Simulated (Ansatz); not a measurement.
`C#[C][Zr]([F])([F])[F]` + H₂S → `[F][Zr]([F])([F])[SH]` + acetylene at 700 K and 1 bar (ligand exchange at a Zr–C bond).

Gas-phase electronic energies from Ansatz, PBE0-D4/def2-TZVP geometries. CCSD(T)/CBS adds triple-zeta CCSD(T) − MP2 to the extrapolated MP2 energy (def2 sets, frozen cores). This one scheme is used for every species. def2 core potentials past Kr. For Zr outer-core shells are correlated without core-valence functions, which leaves a few kJ/mol of doubt a bond. Each species was taken in one conformer, which may not be the lowest.

| species | CCSD(T)/CBS energy (Eh) | H − E (kJ/mol) | S (J/(mol·K)) |
| --- | --- | --- | --- |
| `C#[C][Zr]([F])([F])[F]` | -423.26659 | 138.3 | 477.1 |
| H₂S | -398.97279 | 64.8 | 236.9 |
| `[F][Zr]([F])([F])[SH]` | -745.03533 | 107.3 | 475.9 |
| `C#C` | -77.22717 | 102.1 | 244.4 |

H − E and S are ideal-gas, rigid-rotor, harmonic terms from PBE0-D4/def2-TZVP, for one conformer and one mirror image of each species. 1 Eh = 2625.50 kJ/mol, R = 8.31446 J/(mol·K).

Task: By hand: ΔE, ΔH, ΔS and ΔG.

Result: ΔE = (-745.03533) + (-77.22717) − (-423.26659) − (-398.97279) = -0.02312 Eh = -60.7 kJ/mol. Δ(H − E) = 107.3 + 102.1 − 138.3 − 64.8 = 6.3, so ΔH = -54.4 kJ/mol. ΔS = 475.9 + 244.4 − 477.1 − 236.9 = 6.3 J/(mol·K). ΔG = -54.4 − 700 × (6.3)/1000 = -58.8 kJ/mol.

Task: By hand: the equilibrium constant, and the temperature at which ΔG would vanish if ΔH and ΔS stayed fixed.

Result: log₁₀ K = −ΔG/(RT ln 10) = 4.4. ΔH and −TΔS have one sign here, so there is no such temperature.

The number of gas molecules stays the same, so ΔS is small and ΔH decides. A doubt of 5 kJ/mol in ΔE shifts log₁₀ K by 0.4 here. Other conformers and mirror images would add mixing entropy, several J/(mol·K) or more a flexible species. Modes under 60 cm⁻¹, often nearly free rotors, make the harmonic entropy too high. These are equilibria of isolated gas molecules and say nothing of rates. Largest T1 diagnostic: 0.018 (customary marks: 0.02 for closed shells, 0.045 for open ones).

ΔS is within the doubt of such terms, so its sign, and with it that verdict, could turn.
